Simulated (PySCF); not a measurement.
## S: excitation energy

S [Ne] 3s2 3p4 (3P) → S [Ne] 3s1 3p4 3d1 (high-spin determinant), as a difference of total energies. Computed with PySCF 2.14 in aug-cc-pCVTZ-DK (8s7p5d3f, 75 functions), with the spin-free X2C one-electron Hamiltonian (Gaussian nucleus). Correlated levels: valence and next inner shell: 1s2 frozen. The calculations carry no spin-orbit coupling.

```tsv
method	excitation energy (eV)
UHF	18.488
MP2 (valence and next inner shell)	19.118
SCS-MP2 (valence and next inner shell)	19.269
CCSD (valence and next inner shell)	18.694
CCSD(T) (valence and next inner shell)	18.478
```

The upper state lies above the first ionisation limit, where it may autoionise and the basis confines it.

The promoted electron is Rydberg-like, and one or two diffuse shells describe it only roughly, which tends to raise the upper state.

The coupled-cluster amplitudes are large for the upper state (T1 above 0.03 or a double amplitude above 0.15), so a single reference is strained.

The determinant of the upper state mixes LS terms, which raises its energy above the lowest term, most at the Hartree-Fock and MP2 levels.
